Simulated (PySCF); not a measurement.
Gas-phase XPS of `CC(C)[O][GeH3]`, computed

C₃H₁₀GeO.
SMILES with atom numbers: `[CH3:1][CH:2]([CH3:3])[O:4][GeH3:5]`

Structure used (PBE0-D3(BJ)/def2-SVP), in Å, numbered top down from 1:
```
atom  x, y, z in Å
C1    -1.0542    1.3860    0.2356
C2    -0.3454    0.0549    0.4148
C3    -1.3104   -1.1022    0.6029
O4     0.4484   -0.1982   -0.7313
Ge5    2.2195   -0.3034   -0.5883
H6    -1.6894    1.6228    1.1029
H7    -1.6874    1.3527   -0.6645
H8    -0.3242    2.1990    0.1071
H9     0.2913    0.1231    1.3230
H10   -0.7604   -2.0471    0.7241
H11   -1.9474   -0.9527    1.4881
H12   -1.9567   -1.1963   -0.2834
H13    2.5876   -1.4623    0.3633
H14    2.7201   -0.5611   -2.0144
H15    2.7668    1.0249   -0.0223
```

Theory: delta-SCF UKS SCAN, pcX-2 on the ionised atom, pcseg-1 elsewhere, spin-free X2C (PySCF). These are vertical core ionisation energies against the vacuum level, from separate self-consistent calculations with and without the core hole.

Problem. Give the core binding energies atom by atom.

Solution. 
```json
{"atom(s)": "C1/C3", "bonded to": "C and 3 H", "level": "C 1s", "binding energy (eV)": "290.43", "above the level's lowest (eV)": "0.00", "count": "2"}
{"atom(s)": "C2", "bonded to": "O, 2 C and H", "level": "C 1s", "binding energy (eV)": "291.99", "above the level's lowest (eV)": "+1.56", "count": "1"}
{"atom(s)": "O4", "bonded to": "C and Ge", "level": "O 1s", "binding energy (eV)": "537.21", "above the level's lowest (eV)": "0.00", "count": "1"}
```

Lowest listed C 1s: C1/C3, bonded to C and 3 H. Highest, 1.56 eV above it: C2, bonded to O, 2 C and H. Summing the Pauling electronegativity differences to the bonded atoms, each weighted by its formal bond order, gives -1.05 for the lowest site and +0.54 for the highest.

Problem. What is the longest wavelength that can ionise O 1s of O4 vertically?

Solution. λ = hc/E = 12398.42 eV Å / 537.21 eV = 23.079 Å.

One atom of each set of topologically equivalent atoms was ionised and stands for the set; in this conformer not all members are related by symmetry, and their own values weren't computed. No level of germanium is listed. The structure is a single PBE0-D3(BJ)/def2-SVP conformer in the gas phase; no vibrational or solvent corrections.

On one thread of an Intel Xeon Platinum 8488C, no GPU, shared host with 96 logical CPUs at a one-minute load of 21, this took 22 s wall and 0.60 GiB of memory at its peak.
